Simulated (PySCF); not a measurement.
SiH2Cl2, SMILES [SiH2](Cl)Cl. Atoms are numbered in the order given.

```xyz
5

Si     0.0000     0.0000     0.7664
Cl     1.6824     0.0000    -0.4085
Cl    -1.6824     0.0000    -0.4085
H      0.0000    -1.2244     1.5799
H      0.0000     1.2244     1.5799
```
Charge 0, spin multiplicity 1.

Coordinates come from a B3LYP-D3(BJ)/def2-TZVP optimisation. The isomer is the one that the SMILES or the coordinates give; other isomers of the formula were not compared.

Computed with TDDFT-PBE/def2-SVPD in PySCF.

Vertical excitations.  State labels are in the subgroup C2v.

Computed lowest excited states:
```tsv
state	symmetry	energy (eV)	λ (nm)	f	main pairs
S1	B2	6.72	184	0.011	HOMO→LUMO 99 %
S2	A2	6.94	179	0.000	HOMO→LUMO+1 98 %
S3	B1	7.23	171	0.036	HOMO−1→LUMO 92 %
S4	A2	7.28	170	0.000	HOMO−2→LUMO 98 %
S5	A1	7.29	170	0.012	HOMO−1→LUMO+1 93 %
S6	B2	7.46	166	0.009	HOMO−2→LUMO+1 91 %
S7	A1	7.51	165	0.026	HOMO−3→LUMO 94 %
S8	B2	7.62	163	0.013	HOMO→LUMO+2 88 %
S9	B1	7.76	160	0.006	HOMO−1→LUMO+2 53 %, HOMO−3→LUMO+1 42 %
S10	B1	7.87	158	0.075	HOMO−1→LUMO+2 47 %, HOMO−3→LUMO+1 45 %
T1	B2	6.43	193	0	HOMO→LUMO 99 %
T2	A2	6.64	187	0	HOMO→LUMO+1 98 %
T3	B1	6.70	185	0	HOMO−1→LUMO 99 %
T4	A1	6.98	178	0	HOMO−1→LUMO+1 99 %
```
Triplets are in the Tamm–Dancoff approximation, which puts them higher than full response would, so one can lie above its singlet here.
